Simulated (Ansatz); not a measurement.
Molecular dynamics of CH5AlFNSi

Input file:

```yaml
crystal:
  periodic: [false, false, false]
  atoms:
    - { symbol: "N", position_ang: [-0.431653, -1.175232, 1.490543] }
    - { symbol: Si, position_ang: [0.496085, -0.318573, 0.3013] }
    - { symbol: F, position_ang: [1.968536, -1.053292, 0.490687] }
    - { symbol: C, position_ang: [-0.032012, -0.0526, -1.454524] }
    - { symbol: Al, position_ang: [0.265062, 1.774665, -0.916921] }
    - { symbol: H, position_ang: [-1.330138, -0.818581, 1.821948] }
    - { symbol: H, position_ang: [0.068462, -1.686856, 2.222486] }
    - { symbol: H, position_ang: [-0.140819, -0.75541, -2.312603] }
    - { symbol: H, position_ang: [-0.975544, 0.757872, -0.191699] }
    - { symbol: H, position_ang: [0.194923, 3.276906, -1.448318] }
basis:
  gaussian: { orbitals: def2-SVP }
hamiltonian:
  xc: blyp
  dispersion: d4
md:
  timestep: 0.5
  n_steps: 200
  ensemble: nve
  temperature: 300.0
  initial_velocities: maxwell_boltzmann
  seed: 8293
```

Command:

```bash
$ ansatz run input.yaml --threads 2 --pin off --max-ram 3072MiB --backend cpu --events-out ev --progress --plain --runs-dir out
```

It starts at the highest image of a converged band. Of that band: The profile has 3 maxima (images 3, 5, 7) with wells between them (images 4, 6): this band takes more than one step, which may be the mechanism or a detour left from its start path. Neighbouring images differ by up to 2.0 eV, so the band resolves the path poorly. A vibrational analysis at the climbing image gives one clearly imaginary mode, 1038i cm⁻¹: a first-order saddle point.

Output, in part (step lines, the closing report, with atoms numbered from 0):

```
md step     0: t =     0.00 fs  T =   300.0 K  F+E_penalty+E_count = -19789.21671688 eV  E_kin = 0.310224 eV  conserved = -19788.90649288 eV  (31 SCF iters)
[... lines left out ...]
Total energy: -19790.08286852 eV, -727.2721312182 hartree
Atom 0 at    -0.451523    -1.049583     1.415299 Å, force    -1.838685     0.034941     1.514610 eV/Å
Atom 1 at     0.552153    -0.765541     0.133818 Å, force    -1.119610     1.209612    -1.052859 eV/Å
Atom 2 at     2.008752    -1.019711     0.710116 Å, force     1.590061    -0.473597     0.246554 eV/Å
Atom 3 at     0.086871     0.143934    -1.235325 Å, force    -0.704223    -0.752409    -0.523757 eV/Å
Atom 4 at     0.120725     1.988957    -0.950436 Å, force     0.680770    -0.048607    -0.853631 eV/Å
Atom 5 at    -1.340816    -0.542729     1.637379 Å, force     0.828173    -0.626018    -0.564466 eV/Å
Atom 6 at    -0.161618    -1.638547     2.177236 Å, force     0.155724    -0.468974     0.817959 eV/Å
Atom 7 at    -0.906394    -0.123307    -1.702558 Å, force     0.802564    -0.067843     0.066566 eV/Å
Atom 8 at     1.071143     2.563879     0.176432 Å, force    -0.033510     0.358806     0.181656 eV/Å
Atom 9 at    -0.442501     2.511318    -2.335227 Å, force    -0.361266     0.834090     0.167369 eV/Å
Dipole moment:    -0.455328    -0.498836     0.750351 e Å
```

The steps, from the saved trajectory:

```tsv
time (fs)	T (K)	potential energy less start (eV)	conserved less start (meV/atom)
0.0	300	0.000	0.00
3.0	213	0.091	0.09
6.0	142	0.165	0.10
9.0	157	0.148	0.05
12.0	162	0.144	0.10
15.0	199	0.105	0.08
18.0	292	0.008	0.07
21.0	470	-0.175	0.12
24.0	744	-0.459	0.02
27.0	925	-0.646	0.03
30.0	1045	-0.770	0.08
33.0	1210	-0.941	0.00
36.0	1270	-1.003	0.01
39.0	1191	-0.921	0.05
42.0	1039	-0.764	0.01
45.0	832	-0.549	0.07
48.0	687	-0.400	0.09
51.0	723	-0.437	0.05
54.0	890	-0.610	0.08
57.0	1139	-0.867	0.03
60.0	1360	-1.097	-0.02
63.0	1406	-1.143	0.04
66.0	1274	-1.007	0.03
69.0	1073	-0.799	0.04
72.0	886	-0.605	0.09
75.0	779	-0.495	0.04
78.0	701	-0.414	0.06
81.0	676	-0.388	0.10
84.0	765	-0.480	0.03
87.0	845	-0.563	0.04
90.0	820	-0.537	0.06
93.0	771	-0.487	0.05
96.0	854	-0.572	0.11
99.0	1094	-0.821	0.02
```

The run went to its last step. The conserved energy stayed within 0.12 meV per atom of its start (net change 0.043 meV per atom), so the integration is sound. The system heated up, since it started high on the potential surface and ran downhill. A run of 0.1 ps of so small a system gives no equilibrium averages. The orbitals stay closed-shell, which can raise the energy where a bond breaks towards radicals; this wasn't checked here.

The step under study would form Al5–H9 and break C4–H9. These pairs go: Al5–H9 1.76 → 1.58 Å, C4–H9 1.77 → 2.97 Å. In the last frame they stand as after the step (other bonds may differ from the relaxed reactants and products). Also parted: Si2–Al5 2.43 → 2.99 Å. It ends as one piece, CH5AlFNSi. Pairs count as bonded within 1.25 times the sum of covalent radii (0.12 Å more for H–H).

Last frame:

```xyz
10
Properties=species:S:1:pos:R:3
N -0.452 -1.050 1.415
Si 0.552 -0.765 0.134
F 2.009 -1.020 0.710
C 0.087 0.144 -1.235
Al 0.121 1.989 -0.950
H -1.341 -0.543 1.637
H -0.162 -1.639 2.177
H -0.906 -0.123 -1.703
H 1.071 2.564 0.176
H -0.443 2.511 -2.335
```

The run took 6.7 min on 2 threads of Arm Neoverse V1 (shared host), peak memory 0.14 GiB.
